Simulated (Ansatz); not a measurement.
The cluster HfO₃⁻ was relaxed with r2SCAN-D4 (def2-TZVPD) in Ansatz in these states: charge -1 doublet, charge -1 quartet. The geometries follow in no particular order.

In the def2 sets Hf takes a core potential; there is no spin–orbit coupling.

A:

```xyz
4

Hf   -0.132    0.093    0.438
O     0.078   -1.728    0.316
O     1.620    0.970    0.071
O    -1.565    0.664   -0.825
```

B:

Cartesian coordinates in Å:
```
Hf -0.044 0.005 0.002
O -0.839 1.048 -1.345
O 1.849 -0.206 -0.058
O -0.966 -0.847 1.401
```

Judge from the bond lengths which geometry belongs to which state (an estimate).

A is the charge -1 quartet (Hf1–O4 1.994 Å, Hf1–O3 1.993 Å, Hf1–O2 1.837 Å); B is the charge -1 doublet (Hf1–O4 1.880 Å, Hf1–O3 1.905 Å, Hf1–O2 1.880 Å).

At r2SCAN-D4/def2-TZVPD the highest occupied level of the charge -1 quartet lies above zero (up to 0.55 eV). It is a level of α spin, whose loss leaves a triplet; that state wasn't run at this geometry and level. The electron is either unbound and held by the finite basis, or the level is raised by self-interaction error. At PBE0-D4/def2-TZVPD a doublet lies 1.54 eV below the charge -1 quartet. These are the stationary points nearest to one start from a short search; other shapes may lie lower in each state.
